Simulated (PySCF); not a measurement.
C2H6BF2N, SMILES FCB(F)NC.

Geometry: TPSSh-D3(BJ)/def2-SVP. The structure was generated by enumeration, and PubChem lists no compound with its InChIKey, so it may never have been made. The values are those of a single conformer.

Calculation: TDDFT-PBE/def2-SVPD in PySCF.

Vertical excitations.  State labels are in the subgroup Cs.

```json
[
 {"state": "S1", "symmetry": "A\"", "energy (eV)": "6.25", "λ (nm)": "198", "f": "0.000", "main pairs": "HOMO→LUMO 100 %"},
 {"state": "S2", "symmetry": "A\"", "energy (eV)": "6.80", "λ (nm)": "182", "f": "0.004", "main pairs": "HOMO→LUMO+2 100 %"},
 {"state": "S3", "symmetry": "A\"", "energy (eV)": "7.05", "λ (nm)": "176", "f": "0.002", "main pairs": "HOMO→LUMO+3 100 %"},
 {"state": "S4", "symmetry": "A'", "energy (eV)": "7.10", "λ (nm)": "175", "f": "0.001", "main pairs": "HOMO−1→LUMO 100 %"},
 {"state": "S5", "symmetry": "A'", "energy (eV)": "7.52", "λ (nm)": "165", "f": "0.309", "main pairs": "HOMO→LUMO+1 91 %"},
 {"state": "S6", "symmetry": "A\"", "energy (eV)": "7.60", "λ (nm)": "163", "f": "0.006", "main pairs": "HOMO−1→LUMO+1 98 %"},
 {"state": "S7", "symmetry": "A'", "energy (eV)": "7.74", "λ (nm)": "160", "f": "0.036", "main pairs": "HOMO−1→LUMO+2 93 %"},
 {"state": "S8", "symmetry": "A\"", "energy (eV)": "7.82", "λ (nm)": "158", "f": "0.002", "main pairs": "HOMO−2→LUMO 99 %"},
 {"state": "S9", "symmetry": "A\"", "energy (eV)": "7.88", "λ (nm)": "157", "f": "0.019", "main pairs": "HOMO→LUMO+4 99 %"},
 {"state": "S10", "symmetry": "A'", "energy (eV)": "7.97", "λ (nm)": "156", "f": "0.043", "main pairs": "HOMO−1→LUMO+3 95 %"},
 {"state": "T1", "symmetry": "A'", "energy (eV)": "5.90", "λ (nm)": "210", "f": "0", "main pairs": "HOMO→LUMO+1 99 %"},
 {"state": "T2", "symmetry": "A\"", "energy (eV)": "6.12", "λ (nm)": "203", "f": "0", "main pairs": "HOMO→LUMO 100 %"},
 {"state": "T3", "symmetry": "A\"", "energy (eV)": "6.70", "λ (nm)": "185", "f": "0", "main pairs": "HOMO→LUMO+2 100 %"},
 {"state": "T4", "symmetry": "A\"", "energy (eV)": "6.98", "λ (nm)": "178", "f": "0", "main pairs": "HOMO→LUMO+3 99 %"}
]
```
Triplets are in the Tamm–Dancoff approximation, which puts them higher than full response would, so one can lie above its singlet here.
